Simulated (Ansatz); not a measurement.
Total energies of C₄H₇FSi, SMILES `C=C[SiH](F)C=C`.

| atom | x (Å) | y (Å) | z (Å) |
| --- | --- | --- | --- |
| C1 | -2.165 | -0.530 | 0.648 |
| C2 | -0.869 | -0.830 | 0.622 |
| Si3 | 0.151 | -0.608 | -0.905 |
| F4 | 0.808 | -2.008 | -1.337 |
| C5 | 1.532 | 0.597 | -0.638 |
| C6 | 1.592 | 1.402 | 0.420 |
| H7 | -2.772 | -0.640 | 1.542 |
| H8 | -2.680 | -0.159 | -0.235 |
| H9 | -0.405 | -1.202 | 1.534 |
| H10 | -0.738 | -0.190 | -2.020 |
| H11 | 2.321 | 0.669 | -1.386 |
| H12 | 0.832 | 1.379 | 1.197 |
| H13 | 2.395 | 2.121 | 0.558 |

Charge 0, multiplicity 1. The geometry is a stationary point of PBE0-D4/def2-TZVP. It is one conformer, not always the lowest. Basis def2-TZVPP, the Gaussian-basis code of Ansatz.

RPA on PBE orbitals: Hartree–Fock energy of these orbitals -544.00624 Eh, correlation -1.65672 Eh (frozen core).

| functional | kind | energy without D4 (Eh) | D4 term (kJ/mol) |
| --- | --- | --- | --- |
| LDA (SPW92) | LDA | -542.83460 | – |
| PBE | GGA | -545.64645 | -28.1 |
| BLYP | GGA | -546.02625 | -61.3 |
| PBE0 | global hybrid, 25 % exact exchange | -545.69650 | -23.9 |
| B3LYP | global hybrid, 20 % | -546.14389 | -45.0 |
| BHLYP | global hybrid, 50 % | -545.98263 | -33.9 |
| CAM-B3LYP | range-separated hybrid | -546.00741 | -24.2 |
| LC-ωPBE | long-range corrected hybrid | -545.85221 | – |
| ωB97M-V | range-separated hybrid meta-GGA with VV10 | -545.99197 | – |
| PBE-QIDH | double hybrid | -545.57742 | – |

Question: Give the same for revPBE, r2SCAN, B97M-V, r2SCANh, r2SCAN0, HSE06 (plane-wave form), ωB97X-V, B2PLYP. (Best estimate.)

Answer: Ansatz gave: 
```tsv
functional	kind	energy without D4 (Eh)	D4 term (kJ/mol)
revPBE	GGA	-545.96575	-85.2
r2SCAN	meta-GGA	-545.94672	-7.2
B97M-V	meta-GGA with VV10	-546.00957	–
r2SCANh	meta-GGA hybrid, 10 %	-545.93319	-7.7
r2SCAN0	meta-GGA hybrid, 25 %	-545.91418	-8.4
HSE06 (plane-wave form)	screened hybrid	-545.67641	-22.2
ωB97X-V	range-separated hybrid GGA with VV10	-545.98710	–
B2PLYP	double hybrid	-545.79772	–
```

B3LYP takes the VWN-RPA correlation (the form of Gaussian; ORCA's B3LYP/G). HSE06 is the plane-wave form, built on full-range PBE exchange. The double hybrids freeze the cores in their second-order part.

LC-ωPBE has ω = 0.4 bohr⁻¹.
